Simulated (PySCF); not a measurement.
C5H10SSi.
Geometry (GFN2-xTB, Å), atoms numbered from 1 in this order:
```
atom  x, y, z in Å
C1    -1.414    1.309    0.410
C2    -0.804    0.310   -0.569
C3    -1.634   -0.977   -0.628
C4     0.604   -0.025   -0.219
C5     1.364    0.286    0.848
Si6    2.934   -0.606    0.376
S7     1.581   -1.026   -1.320
H8    -1.457    0.882    1.410
H9    -0.827    2.224    0.444
H10   -2.426    1.560    0.101
H11   -0.793    0.751   -1.574
H12   -1.186   -1.680   -1.326
H13   -1.677   -1.442    0.355
H14   -2.647   -0.756   -0.955
H15    1.050    0.887    1.684
H16    4.069    0.168   -0.097
H17    3.255   -1.853    1.051
```

Level of theory: TDDFT PBE0/def2-SVPD, vertical, gas phase, core orbitals frozen in the response (PySCF 2.14.0, density-fitted response routines).

Transition dipole moments from the ground state, in atomic units and in the frame of the coordinates above (overall signs are arbitrary), for the states with f of 0.002 or more among the lowest 8:

```
state  E (eV)      μx      μy      μz
   S1   4.417   0.076   0.177  -0.132
   S2   4.814  -0.109  -0.297  -0.560
   S4   5.713   0.021   0.118  -0.045
   S7   6.680   0.363   0.050   0.075
   S8   6.691  -0.118  -0.100  -0.616
```

Problem. What oscillator strength does each state have?

Solution. f = (2/3) ΔE |μ|² with ΔE in hartree (27.2114 eV).

```json
{"state": "S1", "|μ|² (au)": "0.054", "|μ| (D)": "0.59", "f": "0.006"}
{"state": "S2", "|μ|² (au)": "0.414", "|μ| (D)": "1.64", "f": "0.049"}
{"state": "S4", "|μ|² (au)": "0.016", "|μ| (D)": "0.33", "f": "0.002"}
{"state": "S7", "|μ|² (au)": "0.140", "|μ| (D)": "0.95", "f": "0.023"}
{"state": "S8", "|μ|² (au)": "0.403", "|μ| (D)": "1.61", "f": "0.066"}
```

Problem. What angle do the transition dipoles of S2 and S8 make?

Solution. |cos θ| = |μa·μb| / (|μa| |μb|) = 0.95, so θ ≈ 18° (taken between 0 and 90°, since the signs are arbitrary).

Problem. What peak molar absorption coefficient would the strongest computed level give as a lone Gaussian band 0.3 eV wide at half height?

Solution. ε(max) = 2.175×10⁸ f / FWHM, with the width in cm⁻¹. S8: 2.175×10⁸ × 0.0661 / 2420 ≈ 5900 L mol⁻¹ cm⁻¹.

One conformer stands for the species.
